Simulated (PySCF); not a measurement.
Input for PySCF:
```python
from pyscf import gto, scf, dft

mol = gto.M(
    atom='''
Sb    0.00000000    0.00000000    0.00000000
''',
    basis='def2-svp',
    ecp={'Sb': 'def2-svp'},
    charge=1,
    spin=2,
    verbose=4,
)

mf = dft.UKS(mol)
mf.xc = 'b3lyp'
mf.grids.atom_grid = (99, 590)
mf.grids.prune = None
mf.kernel()
```

### Question
What does this run give for the total energy, <S^2>?

### Answer

```yaml
total_energy: -239.9598 Eh
"<S^2>": 2.002
```

These values belong to the state on which the SCF converged, which isn't shown to be the lowest.
